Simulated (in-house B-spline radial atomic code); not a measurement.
## RPA and G0W0 on CAM-B3LYP: the phosphorus ion P⁸⁺

Configuration [He] 2s2 2p3, highest spin, mean-field start CAM-B3LYP. Computed with an all-electron radial atomic-structure program (B-spline basis): all electrons, non-relativistic, point nucleus, each spin shell either full or empty, empty states to l = 9 with an (l + 1/2)⁻⁴ tail; G0W0 by contour deformation at full frequency.

Command:
```bash
python run_gw.py task.json out
```
Settings (radii: box in bohr, nucleus in fm):
```
Z                        15
electrons                7
configuration            [He] 2s2 2p3
hamiltonian              nr
method                   camb3lyp
lmax                     9
spin_polarised           True
box_radius               7.7
intervals                46
```

Run time, properties included: 1.3 s on 1 thread of Arm Neoverse N1, with other jobs on the host.

Energies (hartree):

```
                                     term       value
                         mean-field total  -305.57403
Hartree-Fock functional on these orbitals  -305.39337
                      direct second order    -0.41732
                    second-order exchange     0.20129
                         SOSEX correction     0.18443
```

Task: What is the RPA correlation energy, and what remains with SOSEX?

Result: RPA gives -0.38149 hartree (-1.48 eV per electron); RPA + SOSEX gives -0.19706, and the second-order doubles -0.21603 hartree (no singles). SOSEX takes back 48 % of the RPA value.

Quasi-particle levels (eV):

| level | occupied | mean field | Σx - vxc | Σc | QP weight | G0W0 |
| --- | --- | --- | --- | --- | --- | --- |
| 2p up | yes | -355.26 | -19.04 | ? | ? | ? |
| 2s down | yes | -379.71 | -10.57 | -3.29 | 0.978 | -393.57 |
| 1s down | yes | -2359.36 | -72.91 | 15.10 | 0.937 | -2417.17 |
| 2p down | no | -324.79 | 19.73 | -4.12 | 0.984 | -309.19 |

G0W0 = mean field + (Σx - vxc) + Σc, with Σc (partial-wave tail included) taken at the quasi-particle energy. Levels of low weight are left out.

Task: Where does G0W0 put 2p up?

Result: At -372.63 eV, with Σc = 1.68 eV and a quasi-particle weight of 0.978. The tabulated removal energy is 372.31 ± 0.21 eV (NIST, semi-empirical); the calculation leaves out relativity, Breit and QED terms, and what these don't explain is the method's own error.
